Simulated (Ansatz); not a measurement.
Potential energy curve for GeC, lowest singlet found (which spin is the ground state isn't settled by this scan).

- RHF/cc-pVDZ (Ansatz, an electronic-structure program)
- RMP2 = MP2 on RHF/cc-pVDZ, cores with 3d frozen (Ansatz)
- RKS-BLYP = restricted BLYP/cc-pVDZ run with Ansatz
- RKS-B3LYP = restricted B3LYP/cc-pVDZ in Ansatz
- RKS-PBE = restricted PBE/cc-pVDZ run with Ansatz
- FCI = Ansatz with full CI/cc-pVDZ, cores with 3d frozen

All curves are set to zero at 1.78 Å and compared with full CI in the same basis at 1.78, 1.87, 1.90, 1.98, 2.05, 2.10, 2.23, 2.34, 2.46, 2.65, 2.84, 3.12, 3.49 Å.

Order the methods by the spread of their error (largest minus smallest) over these points.

RKS-BLYP has the smallest spread and RMP2 the largest. In order (kJ/mol): RKS-BLYP 112.71, RKS-PBE 135.44, RHF 150.23, RKS-B3LYP 181.53, RMP2 286.73.

Errors against full CI at some of the points (kJ/mol):

```
method     2.23 Å  2.65 Å  3.49 Å
---------  ------  ------  ------
RKS-BLYP    -11.6     6.6   100.5
RKS-PBE       4.5    30.8   135.4
RHF          19.4   104.9   120.8
RKS-B3LYP   -15.7    24.9   152.4
RMP2        -57.2    73.1   227.4
```

The scan ran from 1.41 to 6.65 Å; beyond the distances shown full CI changes its symmetry label. The restricted form behind RHF, RMP2, RKS-BLYP, RKS-B3LYP, RKS-PBE keeps the bonding electrons paired and can't separate into open-shell fragments. The T1 diagnostic of CCSD on the restricted reference of RMP2 exceeds 0.045 at 1.41 to 1.62, 2.46 to 3.12 Å. Also computed but left out beside FCI, since their determinant holds another spin at the minimum (<S²> over 0.7 above the pure value): UHF, UMP2, UCCSD, UCCSD(T), UCCSDT, UCCSDT(Q), UKS-BLYP, UKS-B3LYP, UKS-PBE, UKS-B3LYP/6-31G*, UKS-BP86/6-31G*, UHF/STO-3G, UHF/6-31G*.
